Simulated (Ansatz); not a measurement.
# Nudged elastic band run: CH₆BrGa

input.yaml

```yaml
crystal:
  periodic: [false, false, false]
  atoms:
    - { symbol: Ga, position_ang: [-0.052654, 0.270086, 0.057766] }
    - { symbol: H, position_ang: [-0.120359, 0.626134, 1.590751] }
    - { symbol: H, position_ang: [1.333822, 0.361218, -0.672774] }
    - { symbol: C, position_ang: [-1.719075, 0.04601, -0.966425] }
    - { symbol: H, position_ang: [-2.503172, -0.443942, -0.369766] }
    - { symbol: H, position_ang: [-2.101036, 1.039991, -1.257053] }
    - { symbol: H, position_ang: [-1.564696, -0.529753, -1.891261] }
    - { symbol: Br, position_ang: [0.267808, -2.62663, 0.807732] }
    - { symbol: H, position_ang: [0.153863, -2.286814, 2.186331] }
basis:
  gaussian: { orbitals: def2-SVP }
hamiltonian:
  xc: cam_b3lyp
  dispersion: d4
neb:
  order_check: false
  images: 5
  f_tol: 0.05
  max_iterations: 60
  final_atoms:
    - { symbol: Ga, position_ang: [0.1186592, -0.67610375, -0.42612276] }
    - { symbol: H, position_ang: [-0.27487454, 0.34605932, 2.03211596] }
    - { symbol: H, position_ang: [1.44707027, 0.13532449, -0.4687064] }
    - { symbol: C, position_ang: [-1.68278252, -0.10247292, -0.91278434] }
    - { symbol: H, position_ang: [-2.43324699, -0.84750715, -0.61776] }
    - { symbol: H, position_ang: [-1.92306958, 0.86221645, -0.44153104] }
    - { symbol: H, position_ang: [-1.73953719, 0.03897268, -2.00344741] }
    - { symbol: Br, position_ang: [0.37818518, -2.897208, 0.161414] }
    - { symbol: H, position_ang: [-0.19590284, -0.40298111, 2.16212298] }
  initial_path:
    images:
      - { positions_ang: [[-0.052654, 0.270086, 0.057766], [-0.120359, 0.626134, 1.590751], [1.333822, 0.361218, -0.672774], [-1.719075, 0.04601, -0.966425], [-2.503172, -0.443942, -0.369766], [-2.101036, 1.039991, -1.257053], [-1.564696, -0.529753, -1.891261], [0.267808, -2.62663, 0.807732], [0.153863, -2.286814, 2.186331]] }
      - { positions_ang: [[-0.03449255, 0.17885883, 0.03922753], [-0.07918604, 0.41190086, 1.70120277], [1.34283875, 0.23931364, -0.70978757], [-1.71722897, 0.03431146, -0.97314546], [-2.42802184, -0.60214396, -0.50093373], [-2.17182456, 0.99041999, -1.06297427], [-1.54725135, -0.33044943, -1.95306204], [0.21332098, -2.61392748, 0.81926713], [0.11634657, -1.85198391, 2.12550664]] }
      - { positions_ang: [[-0.0163311, 0.08763165, 0.02068905], [-0.03801308, 0.19766772, 1.81165454], [1.35185551, 0.11740927, -0.74680114], [-1.71538294, 0.02261292, -0.97986591], [-2.35287168, -0.76034591, -0.63210147], [-2.24261311, 0.94084898, -0.86889554], [-1.52980671, -0.13114587, -2.01486308], [0.15883396, -2.60122496, 0.83080226], [0.07883015, -1.41715381, 2.06468229]] }
      - { positions_ang: [[0.00183035, -0.00359552, 0.00215058], [0.00315988, -0.01656542, 1.92210631], [1.36087226, -0.00449509, -0.78381471], [-1.7135369, 0.01091438, -0.98658637], [-2.27772152, -0.91854787, -0.7632692], [-2.31340167, 0.89127798, -0.6748168], [-1.51236206, 0.0681577, -2.07666412], [0.10434695, -2.58852244, 0.84233738], [0.04131372, -0.98232372, 2.00385793]] }
      - { positions_ang: [[0.0407733, -0.22776493, -0.1406072], [-0.08951826, 0.1043095, 1.95877619], [1.38960493, 0.04211143, -0.6787786], [-1.70328544, -0.02688139, -0.96198569], [-2.32956334, -0.89486763, -0.71476613], [-2.18329097, 0.8815908, -0.59705488], [-1.58808711, 0.05842936, -2.05225855], [0.19562636, -2.69141762, 0.61536292], [-0.03775847, -0.78920952, 2.05661295]] }
      - { positions_ang: [[0.07971625, -0.45193434, -0.28336498], [-0.1821964, 0.22518441, 1.99544607], [1.4183376, 0.08871796, -0.5737425], [-1.69303398, -0.06467716, -0.93738502], [-2.38140517, -0.87118739, -0.66626307], [-2.05318028, 0.87190363, -0.51929296], [-1.66381215, 0.04870102, -2.02785298], [0.28690577, -2.79431281, 0.38838846], [-0.11683065, -0.59609531, 2.10936796]] }
      - { positions_ang: [[0.1186592, -0.67610375, -0.42612276], [-0.27487454, 0.34605932, 2.03211596], [1.44707027, 0.13532449, -0.4687064], [-1.68278252, -0.10247292, -0.91278434], [-2.43324699, -0.84750715, -0.61776], [-1.92306958, 0.86221645, -0.44153104], [-1.73953719, 0.03897268, -2.00344741], [0.37818518, -2.897208, 0.161414], [-0.19590284, -0.40298111, 2.16212298]] }
```

Launched with:

```bash
$ ansatz run input.yaml --threads 4 --pin off --max-ram 5120MiB --backend cpu --events-out ev --progress --plain --runs-dir out
```

Output, in part (warnings, iteration lines, the closing report on the highest movable image, with atoms numbered from 0):

```
NEB end point (image 0): max|allowed force component| = 2.948e-2 eV/Å (the criterion of neb.relax_end_points is 1.000e-2)
NEB end point (image 6): max|allowed force component| = 2.294e-2 eV/Å (the criterion of neb.relax_end_points is 1.000e-2)
NEB iter   1: max|band force component| = 2.499e0 eV/Å  barrier→ = 0.9368 eV  barrier← = 1.9889 eV  Δτ_max = 0.2000 Å  (188 SCF iters)
NEB iter   2: max|band force component| = 7.474e-1 eV/Å  barrier→ = 0.2511 eV  barrier← = 1.3032 eV  Δτ_max = 0.2000 Å  (150 SCF iters)
NEB iter   3: max|band force component| = 5.953e-1 eV/Å  barrier→ = 0.3212 eV  barrier← = 1.3733 eV  Δτ_max = 0.1989 Å  (143 SCF iters)
NEB iter   4: max|band force component| = 1.131e0 eV/Å  barrier→ = 0.3627 eV  barrier← = 1.4148 eV  Δτ_max = 0.0985 Å  (140 SCF iters)
NEB iter   5: max|band force component| = 4.996e-1 eV/Å  barrier→ = 0.1982 eV  barrier← = 1.2503 eV  CI = image 3  Δτ_max = 0.1478 Å  (135 SCF iters)
NEB iter   6: max|band force component| = 3.296e-1 eV/Å  barrier→ = 0.2582 eV  barrier← = 1.3103 eV  CI = image 3  Δτ_max = 0.0356 Å  (136 SCF iters)
NEB iter   7: max|band force component| = 1.227e-1 eV/Å  barrier→ = 0.2500 eV  barrier← = 1.3021 eV  CI = image 3  Δτ_max = 0.0265 Å  (132 SCF iters)
NEB iter   8: max|band force component| = 5.408e-2 eV/Å  barrier→ = 0.2482 eV  barrier← = 1.3003 eV  CI = image 3  Δτ_max = 0.0082 Å  (154 SCF iters)
NEB iter   9: max|band force component| = 3.121e-2 eV/Å  barrier→ = 0.2477 eV  barrier← = 1.2997 eV  CI = image 3  Δτ_max = 0.0000 Å  (268 SCF iters)
Total energy: -123548.57876655 eV, -4540.3265254362 hartree
Atom 0 at    -0.002436    -0.034899     0.005906 Å, force    -0.005602     0.007442    -0.024743 eV/Å
Atom 1 at    -0.140392    -0.051429     1.675264 Å, force    -0.005981     0.000267     0.025287 eV/Å
Atom 2 at     1.437992     0.353880    -0.418323 Å, force     0.006368     0.000597    -0.000718 eV/Å
Atom 3 at    -1.721039     0.005664    -0.915502 Å, force     0.031052    -0.015805    -0.009485 eV/Å
Atom 4 at    -2.470214    -0.586362    -0.373519 Å, force    -0.007743     0.002216     0.010043 eV/Å
Atom 5 at    -2.083025     1.041502    -0.998329 Å, force    -0.009127     0.008441     0.001901 eV/Å
Atom 6 at    -1.615989    -0.402518    -1.930942 Å, force    -0.010375     0.003539    -0.005144 eV/Å
Atom 7 at     0.266023    -2.643302     0.852798 Å, force     0.003685    -0.015984    -0.004115 eV/Å
Atom 8 at     0.023582    -1.226236     1.587948 Å, force    -0.002279     0.009287     0.006974 eV/Å
Dipole moment:    -0.178100     0.319508    -0.087066 e Å
```

The run converged. A vibrational analysis at the climbing image gives one clearly imaginary mode, 778i cm⁻¹: a first-order saddle point. The orbitals stay closed-shell, which can raise the energy where a bond breaks towards radicals; this wasn't checked here.

Final band (atoms are numbered from 1 in the order of the input):

```tsv
image	path coordinate (Å)	energy (kcal/mol)	Ga1–H2 (Å)	Br8–H9 (Å)	Ga1–Br8 (Å)
0	0.00	0.0	1.58	1.42	3.01
1	0.53	0.6	1.58	1.43	3.04
2	1.06	2.1	1.59	1.45	3.03
3	1.59	5.7	1.68	1.61	2.76
4	2.34	-16.7	2.08	2.30	2.40
5	3.08	-24.1	2.55	3.03	2.32
6	3.83	-24.3	2.69	3.25	2.31
```

Time of the run: 87 s on 4 threads of Arm Neoverse V2 (shared host), peak memory 0.33 GiB.
